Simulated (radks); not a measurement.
Kinetic energies: the exact non-interacting value of the Kohn-Sham orbitals and orbital-free approximations, as 100 (|E| - |E exact|)/|E exact|, negative where the magnitude is too small. Species: Sb [Kr] 4d10 5s2 5p3; K+ [Ar]; C4+ [He]; Sr [Kr] 5s2; Ba [Xe] 6s2. Calculated with a radial shooting solver on a logarithmic mesh with Libxc functionals: non-relativistic Kohn-Sham, exchange-only PBE, spin-polarised, spherical densities, point nucleus. Every spin shell is full or empty, so the densities are truly spherical. Functionals are evaluated on that one density, not self-consistently.

functional            Sb       K+      C4+       Sr       Ba
exact (hartree)  6312.75  598.823  32.2974  3131.10  7882.72
Thomas-Fermi       -5.26    -6.99    -9.00    -5.76    -5.15
TF + vW           +36.03   +50.55   +91.00   +39.76   +34.90
TF + vW/9          -0.67    -0.60    +2.12    -0.70    -0.70
LC94               +0.07    +0.13    +1.66    +0.06    +0.03
APBEK              +0.13    +0.25    +1.53    +0.13    +0.08
revAPBEK           +0.30    +0.57    +2.42    +0.34    +0.25
Thakkar            -0.57    -0.15    +1.89    -0.48    -0.64
LKT               +19.04   +28.52   +61.71   +21.33   +18.34
PG1               +14.95   +22.95   +54.29   +16.84   +14.37
DePristo-Kress     -0.09    +0.06    +2.18    -0.07    -0.14
